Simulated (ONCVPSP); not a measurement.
**How hard is this gallium ONCV potential?**

ONCVPSP 4.0.1 input, shortened (lines: element, Z, core and valence counts, functional; n l f; lmax; l rc ep ncon nbas qcut; lloc lpopt rc5 dvloc0; l nproj debl; icmod fcfact rcfact), LDA (Perdew-Wang 92), scalar-relativistic:

```
  Ga 31.00    3    5  -001012      upf
    1    0    2.00
    2    0    2.00
    2    1    6.00
    3    0    2.00
    3    1    6.00
    3    2   10.00
    4    0    1.75
    4    1    1.25
    2
    0    1.30    0.00    3    6   11.10
    1    1.10    0.00    5    8   15.50
    2    1.05    0.00    5   10   13.10
    4    5    0.95    4.50
    0    2    3.30
    1    3    3.90
    2    2    3.40
    3    4.25    1.20
```

Q: For each optimised wave give the share of its norm inside rc, the residual kinetic energy above qcut (Ha) and the cutoffs (Ha) for errors of 10, 1, 0.1 and 0.01 mHa per electron.

A:

```json
{"wave": "3s", "norm inside rc": "0.984", "residual KE": "5.6e-08", "10 mHa": "15.3", "1 mHa": "20.6", "0.1 mHa": "38.8", "0.01 mHa": "46.6"}
{"wave": "4s", "norm inside rc": "0.093", "residual KE": "4.4e-08", "10 mHa": "11.7", "1 mHa": "22.1", "0.1 mHa": "39.2", "0.01 mHa": "47.7"}
{"wave": "3p", "norm inside rc": "0.921", "residual KE": "5.3e-08", "10 mHa": "43.1", "1 mHa": "53.5", "0.1 mHa": "62.0", "0.01 mHa": "85.7"}
{"wave": "4p", "norm inside rc": "0.019", "residual KE": "4.8e-09", "10 mHa": "27.2", "1 mHa": "40.3", "0.1 mHa": "51.2", "0.01 mHa": "60.3"}
{"wave": "p projector 3", "norm inside rc": "0.047", "residual KE": "2.7e-07", "10 mHa": "34.5", "1 mHa": "46.5", "0.1 mHa": "56.8", "0.01 mHa": "84.8"}
{"wave": "3d", "norm inside rc": "0.769", "residual KE": "7.5e-04", "10 mHa": "72.3", "1 mHa": "84.0", "0.1 mHa": "296.4", "0.01 mHa": "353.2"}
{"wave": "d projector 2", "norm inside rc": "0.055", "residual KE": "5.4e-04", "10 mHa": "67.6", "1 mHa": "82.2", "0.1 mHa": "133.6", "0.01 mHa": "372.6"}
```

The occupied waves need 84 Ha and 296 Ha for 1 and 0.1 mHa. 1 of 4 tests not solved or not reliable.
